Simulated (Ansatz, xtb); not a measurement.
Molecule: C₃HO (charge -1, singlet). It need not be the lowest isomer of its formula. Whether it binds its extra electron was not tested at this geometry. SMILES: O=c1[c-]c1
Geometry from a B3LYP-D3(BJ)/def2-TZVP (Ansatz, a quantum-chemistry and plane-wave program) optimisation:
```xyz
5

O      1.4624    -0.2716     0.0599
C      0.2414    -0.0791     0.0093
C     -1.1136    -0.6052    -0.0602
C     -0.8503     0.7589    -0.0241
H     -1.3644     1.7246    -0.0296
```
Charge -1, spin multiplicity 1.

Harmonic wavenumbers from GFN2-xTB (xtb, at its own minimum), cm⁻¹: 490, 493, 714, 835, 890, 1116, 1402, 1916, 2961.

**Question.** Give the harmonic wavenumbers at B3LYP-D3(BJ)/def2-TZVP (Ansatz, finite differences of forces, unscaled).

**Answer.** 525, 529, 817, 847, 872, 1188, 1370, 1800, 2993 cm⁻¹. Zero-point energy 15.6 kcal/mol.

**Question.** From these and the geometry, give the ideal-gas thermochemistry at 298.15 K and 1 atm (rigid rotor, harmonic oscillator).

**Answer.** Point group Cs, rotational symmetry number 1. Rotational constants 36.25, 8.148, 6.653 GHz. S(trans) 37.83, S(rot) 22.62, S(vib) 1.78, S(elec, spin only) 0.00, S 62.2 cal/(mol K). H(298) - H(0) 2.77 kcal/mol; G - E(el) -0.1 kcal/mol.
